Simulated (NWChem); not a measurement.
Correlation energy of HS2

SMILES: [S]S
```xyz
3

S      0.4306     0.9351     0.0000
S     -0.4677    -0.8295     0.0000
H      0.5935    -1.6883     0.0000
```
Charge 0, spin multiplicity 2.

All runs are NWChem calculations. Structure: optimised with UPBE0/def2-SVP, a minimum by its harmonic frequencies.

Basis set: cc-pVTZ. Each correlation energy counts from its own Hartree-Fock reference.

The correlated methods keep 10 core orbitals frozen. The structure started from a generated list of species. The unpaired electrons of the parent sit in orbitals of symmetry a" (Cs labels of the run); other states weren't searched. The stability of the SCF solutions was not checked. Open-shell Hartree-Fock references start from PBE0 orbitals. Coupled-cluster values serve here as a point of comparison, not as the truth.

```csv
method,correlation energy (mHa)
URI-MP2,-326.4
UMP2,-326.4
SCS-UMP2,-324.2
CCSD on ROHF,-368.5
CCSD[T] on ROHF,?
CCSD(T) on ROHF,?
```

### Question
Some entries are withheld; supply them.

### Answer

- CCSD[T] on ROHF, correlation energy (mHa): -387.5
- CCSD(T) on ROHF, correlation energy (mHa): -386.9
